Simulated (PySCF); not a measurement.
C5H8O, SMILES OC1CC=CC1. Geometry optimised at PBE-D3(BJ)/def2-SVP. Other conformers were not sampled.

These are PySCF with PBE-D3(BJ)/def2-SVP values and carry that method's errors.

Harmonic wavenumbers (cm⁻¹): 140, 345, 376, 411, 448, 664, 745, 763, 829, 846, 910, 922, 933, 963, 998, 1042, 1074, 1105, 1134, 1202, 1239, 1258, 1268, 1329, 1374, 1382, 1396, 1629, 2950, 2951, 3020, 3020, 3028, 3118, 3141, 3661. Rotational constants (GHz): 5.685, 3.692, 2.877; symmetry number 1.

### Question
Work out the zero-point energy and the ideal-gas rigid-rotor harmonic-oscillator thermochemistry at 298.15 K and 1 atm.

### Answer
ZPE = ½ Σ hcν = ½ × 51614 cm⁻¹ = 308.72 kJ/mol. H − E(el) = 326.00 kJ/mol. Entropy in J/(mol K): translation 164.02, rotation 109.12, vibration 37.93, total 311.07. G − E(el) = 233.25 kJ/mol. Cp = 100.15 J/(mol K). Modes under 150 cm⁻¹ make the vibrational entropy uncertain.
